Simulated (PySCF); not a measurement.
Species: C5H13B2N.
Numbering: `[BH2:1][N:2]([BH:3][CH2:4][CH:5]=[CH2:6])[CH2:7][CH3:8]` (hydrogens: H9, H10 on B1; H11 on B3; H12, H13 on C4; H14 on C5; H15, H16 on C6; H17, H18 on C7; H19, H20, H21 on C8)

Structure used (PBE0-D3(BJ)/def2-SVP), in Å, numbered top down from 1:
```
atom  x, y, z in Å
B1    -1.042   -1.910    0.414
N2    -0.814   -0.651   -0.192
B3     0.486   -0.177   -0.578
C4     1.839   -0.946   -0.326
C5     2.216   -0.494    1.055
C6     3.010    0.540    1.351
C7    -1.950    0.262   -0.374
C8    -2.123    1.200    0.805
H9    -2.170   -2.212    0.734
H10   -0.127   -2.670    0.608
H11    0.537    0.934   -1.064
H12    2.599   -0.627   -1.055
H13    1.739   -2.040   -0.361
H14    1.734   -1.036    1.879
H15    3.505    1.125    0.569
H16    3.201    0.831    2.387
H17   -2.862   -0.336   -0.519
H18   -1.793    0.843   -1.296
H19   -2.967    1.887    0.641
H20   -2.316    0.633    1.730
H21   -1.214    1.802    0.962
```

All values: B3LYP/def2-SVPD (PySCF, non-relativistic), on one gas-phase PBE0-D3(BJ)/def2-SVP geometry that isn't relaxed in the solvent. The solvent is an IEF-PCM continuum (Bondi radii, 1.10 Å for H, scaled by 1.2), and excitations are vertical TDDFT with non-equilibrium linear response and a frozen core. Only the electrostatic response of the medium enters.

| run | E − E(gas) (kcal/mol) | HOMO (eV) | HOMO–LUMO gap (eV) | dipole (D) | lowest singlet (eV) | static polarisability (au) |
| --- | --- | --- | --- | --- | --- | --- |
| gas | 0.00 | -6.96 | 5.55 | 1.07 | 4.79 | 100.5 |
| P | -1.31 | -6.94 | 5.59 | 1.28 | 4.79 | 124.2 |
| Q | -1.82 | -6.96 | 5.61 | 1.36 | 4.82 | 135.7 |

Q: The runs were made in acetonitrile and chloroform. Which run belongs to which solvent?

A: P = chloroform, Q = acetonitrile. The dielectric constants are 4.711 (chloroform), 35.69 (acetonitrile), and the energy falls further as ε rises. The optical constants n² used for the excitations are 2.09, 1.81 in the same order. In this model the ground state sees the solvent through ε alone.

Q: How constant is the ratio of the lowering to (ε − 1)/(2ε + 1)?

A: 
```tsv
solvent	(ε − 1)/(2ε + 1)	E − E(gas) (kcal/mol)	ratio (kcal/mol)	polarisation term (kcal/mol)
chloroform	0.356	-1.31	-3.7	-1.40
acetonitrile	0.479	-1.82	-3.8	-2.00
```

The ratio changes by +3.3 % in size from chloroform to acetonitrile. The polarisation term is half the interaction of the solute with the induced surface charges.
